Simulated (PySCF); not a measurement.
GeOF₂, SMILES [F][Ge](=[O])[F]. Coordinates come from a B3LYP-D3(BJ)/def2-SVP optimisation.

TDDFT-LC-ωPBE/def2-SVPD in PySCF puts the lowest singlet excitations at 4.83, 5.11, 5.95, 6.64, 8.17, 8.30 eV.

Task: What are the lowest excitation roots from ADC(2)/aug-cc-pVDZ run with PySCF? (An estimate is asked for; the answer gives what the named calculation found.)

Result: 4.17, 4.67, 5.12, 5.94, 7.28, 8.22 eV. S1 differs by -0.66 eV (second minus first; roots are paired by order, and the bases may differ).
